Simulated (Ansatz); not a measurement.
VTe₄. Charge 0, multiplicity 2. Geometry PBE-D4/def2-SVP.

```xyz
5

V    -0.0114    0.0217    0.0079
Te    1.5168   -1.2589    1.6791
Te   -2.1551   -1.0522   -1.0066
Te   -0.6610    0.8019   -2.3920
Te    1.3107    1.4874    1.7116
```

In the def2 sets Te takes a core potential; there is no spin–orbit coupling. At HF/def2-TZVP, PBE-D4/def2-SVP, PBE-D4/def2-TZVP, PBE0-D4/def2-TZVP and others the charge 0 doublet is spin-contaminated (final ⟨S²⟩ up to 2.81, 0.75 for a pure state). The structure comes from a short search, and lower isomers may exist.

Estimate the α-spin orbital energies around the gap (eV) in Ansatz with HF/def2-TZVP, PBE-D4/def2-SVP, PBE-D4/def2-TZVP, PBE0-D4/def2-TZVP, BHLYP-D4/def2-TZVP.


| orbital | HF/def2-TZVP | PBE-D4/def2-SVP | PBE-D4/def2-TZVP | PBE0-D4/def2-TZVP | BHLYP-D4/def2-TZVP |
| --- | --- | --- | --- | --- | --- |
| HOMO−9 | -12.91 | -7.92 | -7.90 | -8.85 | -9.68 |
| HOMO−8 | -12.64 | -7.70 | -7.72 | -8.77 | -9.61 |
| HOMO−7 | -11.45 | -6.98 | -7.02 | -7.93 | -9.08 |
| HOMO−6 | -10.93 | -6.85 | -6.88 | -7.76 | -8.35 |
| HOMO−5 | -9.95 | -6.78 | -6.81 | -7.72 | -8.14 |
| HOMO−4 | -9.70 | -6.47 | -6.49 | -7.33 | -8.13 |
| HOMO−3 | -8.88 | -5.99 | -6.02 | -6.88 | -7.92 |
| HOMO−2 | -8.85 | -5.54 | -5.59 | -6.86 | -7.83 |
| HOMO−1 | -8.76 | -5.25 | -5.31 | -6.48 | -7.66 |
| HOMO | -8.59 | -4.98 | -5.01 | -6.35 | -7.56 |
| LUMO | -0.94 | -4.33 | -4.38 | -3.94 | -3.21 |
| LUMO+1 | -0.91 | -4.25 | -4.29 | -3.68 | -3.10 |
| LUMO+2 | 0.44 | -4.02 | -4.07 | -2.98 | -1.86 |
| LUMO+3 | 0.47 | -3.53 | -3.57 | -2.84 | -1.76 |
| LUMO+4 | 2.02 | -2.85 | -2.90 | -2.02 | -0.44 |
| LUMO+5 | 3.02 | -2.06 | -2.13 | -1.17 | 0.32 |
| β HOMO | -8.85 | -5.25 | -5.32 | -6.44 | -7.35 |
| β LUMO | 0.31 | -3.48 | -3.56 | -2.74 | -1.85 |
